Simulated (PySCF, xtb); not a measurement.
SeBrI, SMILES Br[Se]I.

GFN2-xTB in xtb 6.7.1 at its own geometry gives an orbital gap of 2.56 eV and a dipole moment of 3.71 D.

The structure is a stationary point at B3LYP-D3(BJ)/def2-SVP. The def2 effective core potentials stand for the cores of I; spin–orbit coupling is left out.

**Question.** What does HF/def2-TZVPD (PySCF) give? (The exact figures need the calculation; the answer reports its results.)

**Answer.** gap 9.09 eV (levels -9.43 and -0.34 eV), dipole 0.77 D.
